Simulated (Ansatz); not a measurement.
Basis-set series for CH3BiCl2O, SMILES `C[O][Bi]([Cl])[Cl]`. Charge 0, multiplicity 1. Bi takes the def2 core potential. All single points use the PBE0-D4/def2-TZVP geometry. It is one conformer, not always the lowest.

```xyz
8

C    -1.115    0.259   -0.065
O    -0.104    1.009    0.578
Bi    1.841    0.434    0.618
Cl    1.483   -1.873    1.325
Cl    2.088   -0.042   -1.761
H    -1.219   -0.738    0.376
H    -2.055    0.800    0.066
H    -0.918    0.151   -1.136
```

```
functional       basis  functions  energy (Eh)  HOMO (eV)  LUMO (eV)
   PBE0-D4    def2-SVP        105  -1249.44696      -8.07      -1.58
   PBE0-D4  def2-TZVPP        238  -1249.92139      -8.24      -1.77
   ωB97M-V    def2-SVP        105  -1249.70738     -10.42       0.33
   ωB97M-V  def2-TZVPP        238  -1250.18417     -10.63       0.01
```

Question: Give the rows for def2-QZVPP. (Best estimate.)

Answer: Ansatz gave: 
```csv
functional,basis,functions,energy (Eh),HOMO (eV),LUMO (eV)
PBE0-D4,def2-QZVPP,426,-1249.95836,-8.29,-1.85
ωB97M-V,def2-QZVPP,426,-1250.21986,-10.68,-0.15
```

Positive LUMOs are unbound and depend on the basis.
